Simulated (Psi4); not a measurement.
Approach curve of the dimer C3H6 ··· H3O+ (SMILES C1CC1 and [OH3+]) (charge +1). Monomers: optimised at B3LYP-D3(BJ) (def2-TZVP), held rigid. Orientation: a random orientation, not optimised. The monomers approach along the line of their centres of mass (distance R); nothing else relaxes.

Geometry at R = 4.25 Å (first 9 atoms: monomer A):
```
13

C     -0.4453    -0.7343     0.1261
C      0.8670    -0.0190    -0.0360
C     -0.4217     0.7533    -0.0900
H     -0.7867    -1.3610    -0.6867
H     -0.7064    -1.1014     1.1094
H      1.4938     0.0980     0.8377
H      1.4135    -0.1616    -0.9584
H     -0.6670     1.3928     0.7471
H     -0.7472     1.1331    -1.0490
O      3.5751    -2.2971    -0.2976
H      3.7744    -1.6348     0.3983
H      4.3226    -2.4518    -0.9139
H      2.7207    -2.1386    -0.7532
```

Level of theory: Psi4 with SAPT0/jun-cc-pVDZ, frozen core.

Components in kJ/mol:

```csv
R / Å,electrostatics,exchange,induction,dispersion,total
3.68,-13.00,21.83,-31.58,-6.75,-29.49
3.83,-10.15,12.91,-26.29,-5.00,-28.52
4.09,-7.18,5.14,-19.49,-3.04,-24.57
4.25,-6.03,2.90,-16.36,-2.27,-21.76
4.49,-4.81,1.23,-12.72,-1.50,-17.80
4.67,-4.14,0.64,-10.61,-1.12,-15.22
4.96,-3.32,0.22,-8.04,-0.72,-11.85
5.28,-2.67,0.07,-6.03,-0.46,-9.09
5.74,-2.02,0.01,-4.13,-0.26,-6.39
6.43,-1.39,0.00,-2.50,-0.12,-4.01
7.47,-0.86,0.00,-1.31,-0.04,-2.22
8.75,-0.53,0.00,-0.67,-0.02,-1.21
```
